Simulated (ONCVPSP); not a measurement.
Reading a pseudo-wave (Rh)

Columns: radius, all-electron u(r) and pseudo u(r) of the 4s shell (level -82.55 eV) of rhodium in the configuration [Ar] 3d10 4s2 4p6 4d8 5s1; LDA (Perdew-Wang 92), scalar-relativistic, ONCV scheme, ONCVPSP 4.0.1.

```json
{"r (bohr)": "0.072", "all-electron": "0.3456", "pseudo": "0.0535"}
{"r (bohr)": "0.145", "all-electron": "0.1743", "pseudo": "0.1171"}
{"r (bohr)": "0.217", "all-electron": "-0.4086", "pseudo": "0.1962"}
{"r (bohr)": "0.290", "all-electron": "-0.6521", "pseudo": "0.2969"}
{"r (bohr)": "0.362", "all-electron": "-0.5166", "pseudo": "0.4156"}
{"r (bohr)": "0.435", "all-electron": "-0.1700", "pseudo": "0.5504"}
{"r (bohr)": "0.507", "all-electron": "0.2240", "pseudo": "0.6891"}
{"r (bohr)": "0.580", "all-electron": "0.5831", "pseudo": "0.8245"}
{"r (bohr)": "0.652", "all-electron": "0.8561", "pseudo": "0.9422"}
{"r (bohr)": "0.725", "all-electron": "1.0421", "pseudo": "1.0360"}
{"r (bohr)": "0.798", "all-electron": "1.1445", "pseudo": "1.0975"}
{"r (bohr)": "0.870", "all-electron": "1.1789", "pseudo": "1.1239"}
{"r (bohr)": "0.942", "all-electron": "1.1633", "pseudo": "1.1171"}
{"r (bohr)": "1.015", "all-electron": "1.1121", "pseudo": "1.0805"}
{"r (bohr)": "1.088", "all-electron": "1.0382", "pseudo": "1.0201"}
{"r (bohr)": "1.160", "all-electron": "0.9529", "pseudo": "0.9444"}
{"r (bohr)": "1.232", "all-electron": "0.8626", "pseudo": "0.8594"}
{"r (bohr)": "1.305", "all-electron": "0.7710", "pseudo": "0.7702"}
{"r (bohr)": "1.378", "all-electron": "0.6828", "pseudo": "0.6826"}
{"r (bohr)": "1.450", "all-electron": "0.6013", "pseudo": "0.6012"}
{"r (bohr)": "1.522", "all-electron": "0.5263", "pseudo": "0.5262"}
{"r (bohr)": "1.595", "all-electron": "0.4574", "pseudo": "0.4574"}
{"r (bohr)": "1.668", "all-electron": "0.3958", "pseudo": "0.3958"}
{"r (bohr)": "1.740", "all-electron": "0.3420", "pseudo": "0.3419"}
{"r (bohr)": "1.812", "all-electron": "0.2945", "pseudo": "0.2945"}
{"r (bohr)": "1.885", "all-electron": "0.2525", "pseudo": "0.2524"}
```

(1) How many radial nodes do the two functions have?

(2) At about which radius was the pseudo-wave matched?

(3) Where does each function peak?

(4) Is the pseudo-wave norm-conserving?

Results:

(1) The all-electron 4s function has n − l − 1 = 3 (the table is too coarse to show those close to the nucleus); the pseudo-wave has 0, since the states of the same l below it are removed with the core.

(2) 1.45 bohr, where the columns begin to agree (steps of 0.07 bohr).

(3) Outermost all-electron maximum near 0.87 bohr, pseudo maximum near 0.87 bohr (to the table’s step).

(4) Yes: the ONCV scheme keeps the norm inside the radius equal to the all-electron one, which fixes the energy derivative of the logarithmic derivative at the level.
